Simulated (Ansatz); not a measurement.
Geometry optimisation, RKS BHLYP/6-31G* in Ansatz 0.2.0.

Input:

```yaml
crystal:
  periodic: [false, false, false]
  atoms:
    - { symbol: B, position_ang: [0.001512, 0.277883, -0.003871] }
    - { symbol: F, position_ang: [0.003436, 0.482875, 1.290988] }
    - { symbol: Cl, position_ang: [1.521053, 0.222863, -0.857782] }
    - { symbol: Cl, position_ang: [-1.521437, 0.152881, -0.844031] }
    - { symbol: H, position_ang: [0.055237, -2.014325, 0.704451] }
    - { symbol: H, position_ang: [0.0516, -1.648077, 1.304446] }
basis:
  gaussian: { orbitals: "6-31G*" }
hamiltonian:
  xc: { name: BHLYP }
relax:
  f_tol: 0.03
  max_steps: 50
```

Run as:

```bash
$ ansatz run input.yaml --threads 1 --pin off --max-ram 2048MiB --backend cpu --events-out ev --progress --plain --runs-dir out
```

Question: Where does it end, and by what steps?

Answer: The forces met the threshold. The force dipped under the threshold on the way, but the program's further checks kept it going. After 36 steps the energy has fallen by 0.195 eV; H5 moved furthest, 1.44 Å.

```csv
step,energy less start (eV),largest force component (eV/Å),accepted
0,0.0000,1.117,yes
2,-0.1288,0.995,yes
4,-0.1672,0.260,yes
6,-0.1811,0.132,yes
8,-0.1835,0.013,yes
10,-0.1845,0.120,yes
12,-0.1867,0.042,yes
14,-0.1868,0.039,yes
16,-0.1877,0.021,yes
18,-0.1881,0.063,yes
20,-0.1894,0.041,yes
22,-0.1897,0.026,yes
24,-0.1906,0.112,yes
26,-0.1918,0.194,yes
28,-0.1688,0.711,no
30,-0.1933,0.136,yes
32,-0.1942,0.041,yes
34,-0.1943,0.039,yes
36,-0.1946,0.014,yes
```

```xyz
6
Properties=species:S:1:pos:R:3
B 0.030 0.518 -0.471
F 0.007 0.419 0.829
Cl 1.565 0.577 -1.290
Cl -1.477 0.587 -1.341
H -0.008 -2.677 1.982
H -0.006 -1.949 1.885
```

Time of the run: 94 s on 1 thread of Arm Neoverse V2, with other jobs on the host, peak memory 0.14 GiB.
